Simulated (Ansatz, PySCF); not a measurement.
This Ansatz (an electronic-structure program) input computes a CAM-B3LYP/def2-TZVPD energy:

Ansatz 0.2 input:
```yaml
crystal:
  periodic: [false, false, false]
  atoms:
    - {symbol: S, position_ang: [0.06884914, -0.00016779, 0.00091141]}
    - {symbol: H, position_ang: [-1.27690035, 0.00311193, -0.01690334]}
    - {symbol: H, position_ang: [0.04728824, 1.48098897, 0.01190052]}
    - {symbol: H, position_ang: [0.04036881, -1.48120260, -0.01074014]}
    - {symbol: H, position_ang: [0.02419628, -0.01138032, 1.48155026]}
    - {symbol: H, position_ang: [0.06346077, 0.01116670, -1.48038987]}
basis:
  gaussian:
    orbitals: def2-TZVPD
hamiltonian:
  xc: {name: CAM-B3LYP}
magnetization: {spin_polarized: true, initial_magnetization: 1}
output: {forces: true}
```

**Question.** Write an input for the same energy in PySCF and say what it gives.

**Answer.** 
```python
from pyscf import gto, scf, dft

mol = gto.M(
    atom='''
    S     0.06884914   -0.00016779    0.00091141
    H    -1.27690035    0.00311193   -0.01690334
    H     0.04728824    1.48098897    0.01190052
    H     0.04036881   -1.48120260   -0.01074014
    H     0.02419628   -0.01138032    1.48155026
    H     0.06346077    0.01116670   -1.48038987
    ''',
    basis='def2-tzvpd',
    charge=0,
    spin=1,
    verbose=4,
)

mf = dft.UKS(mol, xc='camb3lyp').density_fit(auxbasis='def2-universal-jkfit')
mf.grids.level = 3
mf.conv_tol = 1e-9
mf.max_cycle = 100
mf.max_memory = 1500
mf.kernel()
if not mf.converged:
    mf = mf.newton()
    mf.kernel(mf.make_rdm1())
for _ in range(2):
    mo, _, stable, _ = mf.stability(return_status=True)
    if stable:
        break
    mf.kernel(mf.make_rdm1(mo, mf.mo_occ))
mf.analyze()
```
It gives -400.98961 Eh, and Ansatz -400.98955 Eh, a difference of 0.06 mEh, from the treatment of integrals and grids.
